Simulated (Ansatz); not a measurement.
Cost and result for the atomization energy of Cl₃HOSi (`O[Si](Cl)(Cl)Cl`) (6 atoms, 5 bonds).

```xyz
6

O     0.6437   -1.1363   -0.3424
Si   -0.2592    0.1578    0.0086
Cl   -0.2608    0.5372    2.0039
Cl    0.4312    1.8169   -0.9380
Cl   -2.1317   -0.2597   -0.6130
H     1.5768   -1.1159   -0.1192
```

Charge 0, multiplicity 1. The geometry is a stationary point of PBE0-D4/def2-TZVP. It is one conformer, not always the lowest. Program: Ansatz. All runs use 2 threads of a server CPU on a shared host. Times are those of one run each, without the atoms' runs, and a repeat can differ threefold. Electronic energies, without spin–orbit coupling; frozen cores. CCSD(T)/CBS adds CCSD(T) − MP2 in def2-TZVPP to the MP2 limit, and its time is that of the two runs behind it. T1 = 0.009. B3LYP takes the VWN-RPA correlation (the form of Gaussian; ORCA's B3LYP/G).

CCSD(T)/CBS is a level of theory with its own doubt, some kJ/mol a heavy atom from the limit and from the frozen cores, so smaller differences don't rank the functionals.

```csv
level,functions,wall time,atomization (kJ/mol),difference from CCSD(T)/CBS,per bond
LDA (SPW92)/def2-TZVPP,213,1.9 s,2484.4,321.0,64.2
BLYP-D4/def2-TZVPP,213,3.2 s,2106.6,-56.8,-11.4
CCSD(T)/def2-SVP,91,3.5 s,1927.0,-236.4,-47.3
PBE-D4/def2-TZVPP (with forces),213,3.8 s,2185.4,22.0,4.4
BHLYP-D4/def2-TZVPP,213,6 s,2047.9,-115.5,-23.1
CAM-B3LYP-D4/def2-TZVPP,213,6 s,2123.9,-39.5,-7.9
r2SCAN-D4/def2-TZVPP (with forces),213,8.5 s,2172.1,8.7,1.7
B3LYP-D4/def2-TZVPP (with forces),213,8.5 s,2108.7,-54.7,-11.0
ωB97X-V/def2-TZVPP,213,13 s,2161.6,-1.8,-0.4
ωB97M-V/def2-TZVPP (with forces),213,20 s,2171.1,7.7,1.5
MP2/def2-QZVPP,367,23 s,2234.7,71.3,14.3
CCSD(T)/def2-TZVPP,213,2.2 min,2076.3,-87.1,-17.4
CCSD(T)/CBS(def2),–,2.6 min,2163.4,0.0,0.0
```

From PBE to PBE0 (25 % exact exchange), in def2-TZVPP and without D4, the atomization energy moves by −37.9 kJ/mol: exact exchange takes away binding that semilocal exchange gives to molecules. The D4 term adds +39.0 kJ/mol with B3LYP and +20.1 kJ/mol with PBE0; it sums over pairs of atoms, weighted by their polarisabilities, and B3LYP, whose exchange is more repulsive, gets the larger term. In def2-TZVPP, CCSD(T) changes the Hartree–Fock value by +530.8 kJ/mol (the triples alone add +46.6 kJ/mol) and MP2 by +637.3 kJ/mol; breaking electron pairs costs correlation energy, which Hartree–Fock lacks.
